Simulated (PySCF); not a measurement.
F4Te, charge -1, multiplicity 2. Atoms are numbered in the order given.

```xyz
5

Te     0.0000     0.0000     0.3450
F      2.0505     0.0000     0.2342
F     -2.0505     0.0000     0.2342
F      0.0000     1.2730    -1.2310
F      0.0000    -1.2730    -1.2310
```
Charge -1, spin multiplicity 2.

Geometry: B3LYP-D3(BJ)/def2-SVPD. The def2 effective core potentials stand for the cores of Te; spin–orbit coupling is left out.

Computed with PBE/def2-SVPD (PySCF).

The molecule is in vacuum. A positive occupied level means that this level leaves the electron formally unbound; only the finite basis holds it.

```
Property                                                           Result
------------------------------------------------  -----------------------
total energy                                           -666.85307 hartree
point group                                                           C2v
α spin, highest occupied and lowest empty level          0.27 and 1.99 eV
β spin, highest occupied and lowest empty level         -3.05 and 1.27 eV
dipole moment about the centre of nuclear charge                   3.28 D
mean static polarisability                           62.5 bohr³ (9.26 Å³)
polarisability, principal values                   58.7, 64.1, 64.6 bohr³
⟨S²⟩                                              0.752 (pure state 0.75)
```
